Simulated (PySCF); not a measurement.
Mo(O)(NH)(NH2)(SH) (H4MoN2OS), SMILES [NH]=[Mo]([NH2])(=[O])[SH], multiplicity 1. The structure is a stationary point at B3LYP-D3(BJ)/def2-SVP. The spin state was assumed, not searched. The structure was generated by enumeration; whether it is a known compound was not checked. The def2 effective core potentials stand for the cores of Mo; spin–orbit coupling is left out. One conformer was computed; it need not be the lowest.

Computed with B3LYP-D3(BJ)/def2-SVP run with PySCF.

Harmonic wavenumbers (cm⁻¹): 158, 160, 216, 218, 266, 293, 383, 393, 477, 533, 637, 656, 672, 740, 980, 1024, 1504, 2646, 3538, 3553, 3641. Rotational constants (GHz): 3.474, 1.951, 1.898; symmetry number 1.

### Question
Work out the zero-point energy and the ideal-gas rigid-rotor harmonic-oscillator thermochemistry at 298.15 K and 1 atm.

### Answer
ZPE = ½ Σ hcν = ½ × 22688 cm⁻¹ = 135.71 kJ/mol. H − E(el) = 158.42 kJ/mol. Entropy in J/(mol K): translation 173.23, rotation 115.54, vibration 71.26, total 360.03. G − E(el) = 51.08 kJ/mol. Cp = 119.62 J/(mol K).
